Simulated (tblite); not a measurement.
Compound: C10H13B.
Atom-mapped SMILES: `[CH3:1][B:2]([CH3:3])[CH:4]=[C:5]1[CH:6]=[CH:7][CH:8]=[CH:9][CH:10]=[CH:11]1` (hydrogens: H12, H13, H14 on C1; H15, H16, H17 on C3; H18 on C4; H19 on C6; H20 on C7; H21 on C8; H22 on C9; H23 on C10; H24 on C11)

Computed with GFN2-xTB (tblite), gas phase: L-BFGS steps from a force-field or distance-geometry start until the largest atomic force falls under 0.01 eV/Å.

Step 64: E = -793.8448 eV
```
atom  x, y, z in Å  |  force x, y, z in eV/Å
C1      2.9416   -0.9507   -0.6762   -0.014   0.006   0.006
B2      2.1713    0.0731    0.2533   -0.041  -0.057  -0.007
C3      2.7135    1.5373    0.4910    0.014  -0.007  -0.003
C4      0.8700   -0.3533    0.9876    0.008   0.007   0.006
C5     -0.3794   -0.3998    0.4720    0.001   0.028   0.030
C6     -1.4963   -0.8036    1.3144    0.018   0.009  -0.006
C7     -2.8165   -0.6147    1.1545    0.014  -0.007   0.005
C8     -3.5139    0.0418    0.0818    0.007  -0.018   0.009
C9     -3.0188    0.4381   -1.1048   -0.010  -0.017  -0.010
C10    -1.6740    0.3017   -1.5944    0.007  -0.016  -0.007
C11    -0.5638   -0.0539   -0.9294   -0.004  -0.010   0.042
H12     3.5083   -1.6299   -0.0370   -0.003   0.018  -0.007
H13     3.6557   -0.4829   -1.3500   -0.005   0.007  -0.008
H14     2.2760   -1.5808   -1.2645    0.024   0.000   0.030
H15     1.9847    2.2479    0.1006    0.012   0.020  -0.009
H16     2.8090    1.7690    1.5495    0.002  -0.007   0.030
H17     3.6660    1.7455    0.0130    0.050   0.011  -0.008
H18     0.9637   -0.5693    2.0489    0.012  -0.004  -0.021
H19    -1.1824   -1.3092    2.2228   -0.022   0.011  -0.024
H20    -3.4625   -0.9776    1.9464    0.007  -0.008  -0.017
H21    -4.5700    0.2000    0.2639   -0.001   0.014  -0.014
H22    -3.7037    0.8936   -1.8085   -0.048   0.016   0.001
H23    -1.5571    0.5528   -2.6422   -0.003  -0.002  -0.010
H24     0.3670   -0.0554   -1.4853   -0.025   0.006  -0.006
```

Step 65: E = -793.8455 eV
```
atom  x, y, z in Å  |  force x, y, z in eV/Å
C1      2.9390   -0.9513   -0.6767   -0.011   0.015   0.005
B2      2.1714    0.0712    0.2543   -0.028  -0.029  -0.007
C3      2.7159    1.5348    0.4945    0.014  -0.005  -0.011
C4      0.8699   -0.3550    0.9862    0.006   0.029   0.016
C5     -0.3797   -0.3983    0.4708    0.008   0.021   0.027
C6     -1.4954   -0.8004    1.3147    0.014   0.002  -0.011
C7     -2.8157   -0.6148    1.1537    0.016  -0.010   0.013
C8     -3.5139    0.0387    0.0801    0.006  -0.019   0.014
C9     -3.0192    0.4349   -1.1067   -0.022  -0.014  -0.001
C10    -1.6743    0.3006   -1.5965    0.002  -0.004   0.003
C11    -0.5637   -0.0516   -0.9302   -0.006  -0.005   0.032
H12     3.5145   -1.6235   -0.0387    0.002   0.003  -0.004
H13     3.6449   -0.4821   -1.3570    0.011   0.013  -0.024
H14     2.2713   -1.5853   -1.2567    0.019  -0.022   0.018
H15     1.9897    2.2452    0.0986    0.005   0.020   0.013
H16     2.8086    1.7656    1.5539   -0.005   0.002   0.009
H17     3.6692    1.7448    0.0181    0.052  -0.009   0.003
H18     0.9628   -0.5685    2.0477    0.011  -0.012  -0.011
H19    -1.1809   -1.3028    2.2246   -0.021   0.010  -0.022
H20    -3.4606   -0.9763    1.9469   -0.001  -0.010  -0.013
H21    -4.5698    0.1951    0.2643   -0.004   0.021  -0.027
H22    -3.7047    0.8918   -1.8085   -0.051   0.013  -0.011
H23    -1.5580    0.5541   -2.6437    0.002  -0.006  -0.009
H24     0.3671   -0.0472   -1.4859   -0.019  -0.003  -0.002
```

Step 66: E = -793.8458 eV
```
atom  x, y, z in Å  |  force x, y, z in eV/Å
C1      2.9316   -0.9515   -0.6839    0.025  -0.009  -0.017
B2      2.1701    0.0663    0.2561    0.002   0.006  -0.012
C3      2.7165    1.5297    0.4994    0.018  -0.001  -0.016
C4      0.8710   -0.3598    0.9900    0.003   0.042   0.017
C5     -0.3786   -0.3963    0.4742    0.010   0.013   0.015
C6     -1.4947   -0.7932    1.3189    0.007  -0.008  -0.008
C7     -2.8150   -0.6123    1.1544    0.001  -0.002   0.008
C8     -3.5132    0.0315    0.0748    0.002  -0.015   0.017
C9     -3.0170    0.4277   -1.1114   -0.024  -0.007  -0.005
C10    -1.6691    0.3020   -1.5967   -0.015   0.010   0.010
C11    -0.5596   -0.0456   -0.9261   -0.008   0.004   0.011
H12     3.5283   -1.6121   -0.0503   -0.027   0.029  -0.045
H13     3.6206   -0.4775   -1.3811   -0.030  -0.018   0.017
H14     2.2587   -1.5970   -1.2473    0.057  -0.006   0.035
H15     1.9931    2.2399    0.0970    0.002   0.014   0.028
H16     2.8036    1.7614    1.5596   -0.006   0.003  -0.014
H17     3.6715    1.7409    0.0261    0.046  -0.025   0.017
H18     0.9626   -0.5727    2.0512    0.014  -0.018   0.001
H19    -1.1812   -1.2879    2.2332   -0.017   0.010  -0.020
H20    -3.4593   -0.9682    1.9504   -0.007  -0.013  -0.016
H21    -4.5709    0.1832    0.2545    0.005   0.017  -0.025
H22    -3.7043    0.8812   -1.8142   -0.034   0.001  -0.012
H23    -1.5494    0.5620   -2.6424   -0.001  -0.016   0.004
H24     0.3732   -0.0320   -1.4789   -0.022  -0.010   0.010
```

Task: Estimate the geometry and energy of step 67. (The exact step hangs on the optimiser's Hessian estimate; all steps are aligned on step 66, rigid shifts and turns removed.)

Result: E = -793.8462 eV, largest force 0.054 eV/Å
```
atom  x, y, z in Å  |  force x, y, z in eV/Å
C1      2.9329   -0.9513   -0.6808    0.012   0.009  -0.008
B2      2.1693    0.0666    0.2556    0.024   0.047  -0.009
C3      2.7180    1.5301    0.4989    0.019   0.004  -0.014
C4      0.8702   -0.3581    0.9881    0.001   0.042   0.016
C5     -0.3791   -0.3946    0.4723    0.006   0.006   0.002
C6     -1.4938   -0.7937    1.3167   -0.007  -0.010  -0.005
C7     -2.8144   -0.6148    1.1538   -0.005   0.002   0.001
C8     -3.5129    0.0313    0.0764   -0.007   0.000  -0.001
C9     -3.0187    0.4277   -1.1107   -0.027   0.002  -0.003
C10    -1.6720    0.2993   -1.5986   -0.020   0.016   0.016
C11    -0.5618   -0.0465   -0.9281   -0.015   0.013  -0.007
H12     3.5255   -1.6119   -0.0464    0.006  -0.001  -0.006
H13     3.6241   -0.4787   -1.3744    0.002   0.007  -0.016
H14     2.2635   -1.5961   -1.2459    0.014  -0.035   0.004
H15     1.9965    2.2429    0.0969    0.005   0.003   0.033
H16     2.8052    1.7607    1.5599   -0.006   0.000  -0.030
H17     3.6740    1.7407    0.0259    0.029  -0.035   0.027
H18     0.9611   -0.5714    2.0488    0.017  -0.019   0.015
H19    -1.1800   -1.2891    2.2295   -0.006  -0.003   0.004
H20    -3.4579   -0.9723    1.9492   -0.011  -0.017  -0.008
H21    -4.5695    0.1873    0.2578   -0.003   0.012  -0.018
H22    -3.7070    0.8864   -1.8099   -0.023  -0.010  -0.011
H23    -1.5544    0.5581   -2.6449    0.003  -0.019   0.008
H24     0.3697   -0.0328   -1.4826   -0.009  -0.014   0.009
```

The energy changes by -0.0004 eV. The first-order estimate −F·Δx gives -0.0007 eV and the mean of the old and new forces, exact on a quadratic surface, -0.0004 eV. The step makes an angle of 77° with the force vector and moves no atom by more than 0.008 Å.

The cost below is that of the whole relaxation. Time: 2.8 s wall. Hardware: an INTEL XEON PLATINUM 8581C at 2.10 GHz with one thread, shared host.
